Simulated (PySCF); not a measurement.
## [Pb(H2O)2]2+ at several levels of theory

Computed with PySCF 2.14.0 (density fitting, no spin-orbit coupling) at the geometry relaxed with B3LYP:

```xyz
7
[Pb(H2O)2]2+ (singlet)
Pb   -0.2936    1.4406    0.0132
O     0.1336   -0.2137    1.6619
H     0.6246   -0.0596    2.4963
H    -0.2509   -1.1112    1.7415
O    -0.0363   -0.1966   -1.6758
H     0.4488   -1.0458   -1.6316
H    -0.3324   -0.1028   -2.6055
```

| level | basis | state | HOMO (eV) | gap (eV) | charge on Pb1 (e) | dipole about the centre of mass (D) | largest force component (eV/Å) |
| --- | --- | --- | --- | --- | --- | --- | --- |
| B3LYP | Pb def2-SVP with ECP60, O def2-SVP, H def2-SVP | singlet | -20.02 | 6.44 | 1.48 | 5.34 | 0.02 |
| HF | the same | singlet | -24.31 | 14.07 | 1.66 | 4.96 | 1.00 |
| PBE | the same | singlet | -18.47 | 4.45 | 1.42 | 5.52 | 0.32 |
| M06-L | the same | singlet | -18.86 | 5.25 | 1.54 | 5.12 | 0.16 |
| B3LYP | Pb def2-TZVP with ECP60, O def2-TZVP, H def2-TZVP | singlet | -20.21 | 6.56 | 1.58 | 5.23 | 0.20 |
| B3LYP | Pb x2c-SVPall, O x2c-SVPall, H x2c-SVPall | singlet | -20.02 | 6.41 | 1.49 | 5.33 | 0.44 |

Charges are Mulliken's, which hang on the basis. The relaxation used the grid (50, 194), these runs (75, 302) or, all-electron (x2c bases, spin-free X2C Hamiltonian), (99, 590).

Q: What does BP86 with Pb def2-SVP with ECP60, O def2-SVP, H def2-SVP give here?

A: state singlet, HOMO (eV) -18.60, gap (eV) 4.47, charge on Pb1 (e) 1.43, dipole about the centre of mass (D) 5.53, largest force component (eV/Å) 0.38. Time: 2.8 s on 2 threads of Arm Neoverse V1, with other jobs on the host, from an already converged density.

In the first row's basis the gap widens with exact exchange: 4.5 to 5.2 eV for PBE, BP86, M06-L (none); 6.4 eV for B3LYP (a fixed share); 14.1 eV for Hartree–Fock (rising or full at long range).
